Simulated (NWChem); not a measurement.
## Basis-set convergence for HIn

```xyz
2

In     0.0000     0.0000     0.0377
H      0.0000     0.0000    -1.8484
```
Charge 0, spin multiplicity 1.

The numbers come from NWChem runs, not from measurements. Structure: optimised with PBE/def2-SVP with def2 effective core potentials on In, a minimum by its harmonic frequencies.

Quantity: dipole moment at the level PBE.

Effective core potentials replace the inner electrons of In; spin-orbit coupling is left out. The structure started from a generated list of species.

```tsv
basis	functions	dipole moment (D)
def2-SVP	31	(withheld)
def2-SVPD	40	1.04
def2-TZVP	56	1.02
def2-TZVPP	64	1.02
def2-TZVPD	65	(withheld)
def2-QZVP	112	1.05
```

### Question
What belongs in the gaps?

### Answer

- def2-SVP, dipole moment (D): 0.77
- def2-TZVPD, dipole moment (D): 1.09
